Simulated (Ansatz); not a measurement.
Consider the ligand exchange at a Ga–O bond: `[OH][GaH][O][SiH3]` + H–F → `[F][GaH][O][SiH3]` + H₂O.

Computed with Ansatz on PBE0-D4/def2-TZVP structures; ΔE is electronic, products minus reactants. CCSD(T)/CBS is the MP2 limit (def2-TZVPP, def2-QZVPP) plus CCSD(T) − MP2 in def2-TZVPP, frozen cores. This one scheme is used for every species. DFT in def2-TZVPP. B3LYP here is the variant with VWN-RPA as its local correlation; programs differ in this. For Ga outer-core shells are correlated without core-valence functions, which leaves a few kJ/mol of doubt a bond. Scalar relativity is left out up to krypton. Each species was taken in one conformer, which may not be the lowest.

```
             level  ΔE (kcal/mol)  difference from CCSD(T)/CBS
          B3LYP-D4           -7.2                         -1.4
        r2SCAN0-D4           -7.0                         -1.2
      CAM-B3LYP-D4           -7.5                         -1.7
              PBE0           -7.0                         -1.2
             B3LYP           -8.0                         -2.2
             BHLYP           -8.3                         -2.5
RPA@PBE/def2-TZVPP           -6.0                         -0.2
   CCSD/def2-TZVPP           -6.5                         -0.7
     HF/def2-QZVPP           -9.9                         -4.1
    CCSD/CBS(def2)           -6.3                         -0.5
       CCSD(T)/CBS           -5.8                            0
```

Question: What do rigid-rotor, harmonic-oscillator terms from PBE0-D4/def2-TZVP frequencies (298.15 K, 1 bar) make of the CCSD(T)/CBS value? (Estimate.)

Answer: Ansatz gave: ΔZPE = +0.2 kcal/mol, ΔH = -5.5 kcal/mol, ΔS = 16 J/(mol·K), ΔG = -6.6 kcal/mol. Modes under 50 cm⁻¹ make the entropy rough.

Largest T1 diagnostic among the species: 0.014.

Leaving LDA and LC-ωPBE aside and taking each functional with its dispersion term where it has one, the values, not all of them listed here, spread over 1.4 kcal/mol, from B97M-V to revPBE-D4. LDA lies +1.9 kcal/mol from PBE without D4. In def2-TZVPP, CCSD(T) changes the Hartree–Fock value by +3.4 kcal/mol (the triples alone add +0.5 kcal/mol) and MP2 by +3.8 kcal/mol. The D4 term adds +0.9 kcal/mol with B3LYP and +0.5 kcal/mol with PBE0; it sums over pairs of atoms, weighted by their polarisabilities, and B3LYP, whose exchange is more repulsive, gets the larger term.

CCSD(T)/CBS has its own doubt, a few kJ/mol and more with outer-core shells, so smaller differences from it don't rank the levels.
